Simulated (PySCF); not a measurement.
A calculated (r2SCAN, PySCF 2.14, ANO-RCC-VTZP, the spin-free X2C one-electron Hamiltonian (Gaussian nucleus)) atom or ion has these occupied shells.

```tsv
shell	electrons	orbital energy (eV)	rms radius, mean of both spins (bohr)
1s α	1	-57276.5	0.0231
1s β	1	-57276.5	0.0231
2s α	1	-9646.7	0.0935
2s β	1	-9646.6	0.0935
2p α	3	-8549.8	0.0843
2p β	3	-8549.8	0.0843
3s α	1	-2171.9	0.240
3s β	1	-2170.8	0.240
3p α	3	-1834.8	0.241
3p β	3	-1833.8	0.241
3d α	5	-1402.8	0.221
3d β	5	-1401.9	0.221
4s α	1	-434.78	0.541
4s β	1	-432.08	0.541
4p α	3	-322.90	0.575
4p β	3	-320.25	0.575
4d α	5	-170.04	0.630
4d β	5	-167.47	0.630
5s α	1	-54.844	1.34
5s β	1	-53.674	1.34
5p α	3	-28.868	1.59
5p β	3	-28.036	1.59
6s α	1	-5.018	4.21
4f α	7	-5.002	0.959
4f β	5	-3.482	0.959
6p α	1	-2.226	5.93
```

**Question.** Name the element and its charge.

**Answer.** Er (erbium, neutral), in [Xe] 4f12 6s1 6p1, one real determinant (an excited configuration).
